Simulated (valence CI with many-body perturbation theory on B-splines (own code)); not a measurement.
E1 transitions of Ge XIX

Level of theory: relativistic CI+MBPT: four valence electrons over a frozen Dirac-Fock core [Ne], a basis of 11 s, 11 p, 10 d, 8 f, 5 g, 2 h functions for each j, with the one-electron correlation potential Σ1, the two-electron term Σ2, the three-electron term Σ3, Breit, model QED; selected CI, second order for the rest, scaled by the run's own slope (own B-spline code, finite nucleus).

No measured levels were compared; by estimate levels of excited configurations hold to 0.05 to 0.15 % of their energy, terms of the ground configuration to about 0.5 %. Among the levels kept, up to 820 cm⁻¹ of a level comes from second order outside the variational space, and about a tenth of that is noise between levels of different J, which matters for small intervals.

Lines 201 to 250 of 559 in falling wavelength, among levels below 218.40 eV, chosen from the strongest by gf and those to the six lowest levels. Wavelengths and rates use the calculated energies, so an error of 300 cm⁻¹ moves a line at 174.6 Å by 0.052 % and its rate by three times that or more. Electric multipoles are in the length gauge, E1 and E2 with the static RPA response of the core. Weak lines are less certain than strong ones. Lines between different terms over intervals too small for the method are left out, as are lines whose strength nearly cancels. Where a level lies close to another of its J and parity, the split of strength between their lines is uncertain. The highest levels of a list are the least certain.

Names give the largest LS component (configuration and term), which can be under half, so a name can repeat, a term be missing and a line seem to break the LS rules; names also repeat where a configuration has a term twice. Letters in brackets count levels of one name in rising energy.

```tsv
λ vac (Å)	Upper	Lower	A (s⁻¹)	S (a.u.)
174.6	3s.3p2.3d 3P_1 [c]	3s2.3p.3d 3D°_2	3.54e+10	2.79e-01
174.5	3p3.3d 1D°_2 [b]	3s.3p2.3d 3G_3	1.21e+10	1.59e-01
174.3	3s.3p.3d2 3F°_4	3s.3p2.3d 1F_3 [a]	3.35e+09	7.89e-02
174.2	3s.3p2.3d 3D_1 [c]	3s2.3p.3d 3F°_2	2.54e+10	1.99e-01
174.1	3s.3p2.3d 3D_2 [c]	3s2.3p.3d 3F°_2	2.27e+10	2.95e-01
174.1	3s.3p.3d2 3D°_1	3s.3p2.3d 3D_1 [a]	1.01e+10	7.93e-02
173.9	3s2.3p.3d 3F°_2	3s2.3p2 3P_2	1.52e+09	1.98e-02
173.7	3s.3p.3d2 3F°_3	3s.3p2.3d 3D_2 [a]	4.65e+09	8.42e-02
173.7	3s.3p2.3d 1D_2 [b]	3s2.3p.3d 3P°_2	6.18e+09	7.99e-02
173.5	3s.3p.3d2 3G°_3 [b]	3s.3p2.3d 3D_2 [b]	8.79e+09	1.59e-01
173.4	3s.3p2.3d 1F_3 [a]	3s.3p3 1D°_2	6.30e+09	1.14e-01
173.3	3s.3p.3d2 5D°_4 [b]	3s.3p2.3d 3G_5	5.12e+09	1.18e-01
173.2	3s.3p.3d2 3F°_3	3s.3p2.3d 3G_4	1.12e+10	2.01e-01
173.0	3p3.3d 1D°_2 [c]	3s.3p2.3d 1F_3 [a]	5.70e+09	7.29e-02
172.8	3p3.3d 1F°_3 [b]	3s.3p2.3d 3D_3 [a]	5.36e+09	9.55e-02
172.4	3s.3p2.3d 1P_1 [b]	3s2.3p.3d 3D°_1	9.19e+09	6.98e-02
172.3	3s.3p2.3d 1D_2 [c]	3s2.3p.3d 1F°_3	5.35e+10	6.76e-01
171.6	3s.3p2.3d 3P_0 [c]	3s2.3p.3d 3P°_1	5.60e+10	1.39e-01
171.5	3s.3p2.3d 5F_1	3s.3p3 5S°_2	3.06e+07	2.28e-04
171.5	3p3.3d 3D°_2 [b]	3s.3p2.3d 3F_3 [a]	1.06e+10	1.32e-01
171.3	3s.3p.3d2 3G°_4	3s.3p2.3d 3F_3 [b]	3.25e+09	7.26e-02
171.3	3s.3p2.3d 3F_2 [c]	3s2.3p.3d 3F°_2	8.91e+09	1.10e-01
171.2	3s.3p3 3S°_1	3s2.3p2 3P_1	2.29e+10	1.70e-01
171.1	3s2.3p.3d 3P°_1	3s2.3p2 1S_0	3.64e+07	2.70e-04
170.8	3s.3p2.3d 3S_1	3s2.3p.3d 3F°_2	1.12e+10	8.27e-02
170.6	3p3.3d 3F°_4 [b]	3s.3p2.3d 3F_4 [a]	2.96e+09	6.53e-02
170.3	3s.3p.3d2 3F°_4	3s.3p2.3d 3G_5	1.21e+10	2.65e-01
170.1	3s2.3d2 3P_2	3s2.3p.3d 1P°_1	1.12e+10	1.36e-01
169.9	3s.3p.3d2 3F°_4	3s.3p2.3d 3D_3 [a]	7.89e+09	1.72e-01
169.3	3s.3p2.3d 5F_2	3s.3p3 5S°_2	2.50e+08	3.00e-03
169.3	3s.3p2.3d 3F_4 [c]	3s2.3p.3d 3F°_3	3.84e+09	8.26e-02
169.2	3s.3p2.3d 3D_3 [d]	3s2.3p.3d 3F°_4	8.81e+09	1.47e-01
168.8	3p3.3d 1D°_2 [b]	3s.3p2.3d 3P_1 [a]	7.46e+09	8.85e-02
168.8	3s.3p.3d2 3H°_5	3s.3p2.3d 3G_5	4.04e+09	1.06e-01
168.4	3s2.3p.3d 3F°_3	3s2.3p2 3P_2	2.25e+09	3.71e-02
168.3	3s.3p2.3d 1F_3 [b]	3s2.3p.3d 3D°_2	5.32e+09	8.77e-02
168.2	3s2.3p.3d 3F°_2	3s2.3p2 3P_1	7.13e+08	8.38e-03
168.2	3p3.3d 3D°_3 [a]	3p4 3P_2	3.81e+09	6.26e-02
167.9	3s.3p2.3d 3P_0 [a]	3s.3p3 3P°_1	2.72e+10	6.34e-02
167.8	3s2.3p.3d 3P°_2	3s2.3p2 1D_2	8.50e+09	9.91e-02
167.3	3s2.3d2 1D_2	3s2.3p.3d 1P°_1	3.40e+10	3.92e-01
167.3	3s.3p.3d2 5G°_4	3s.3p2.3d 5D_3	3.66e+09	7.60e-02
167.2	3s.3p.3d2 5D°_3 [b]	3s.3p2.3d 3P_2 [a]	4.31e+09	6.95e-02
166.9	3s.3p.3d2 3H°_4	3s.3p2.3d 3G_3	2.78e+10	5.73e-01
166.3	3p3.3d 1D°_2 [a]	3p4 1D_2	6.48e+09	7.36e-02
166.2	3s.3p2.3d 5F_3	3s.3p3 5S°_2	4.87e+08	7.72e-03
166.0	3s.3p.3d2 3G°_3 [b]	3s.3p2.3d 3F_2 [b]	1.80e+10	2.85e-01
165.9	3s.3p2.3d 1P_1 [a]	3s.3p3 1D°_2	3.02e+10	2.04e-01
165.8	3s.3p.3d2 3H°_5	3s.3p2.3d 3G_4	3.03e+10	7.51e-01
165.8	3s.3p.3d2 3G°_4	3s.3p2.3d 1F_3 [a]	4.31e+09	8.72e-02
```
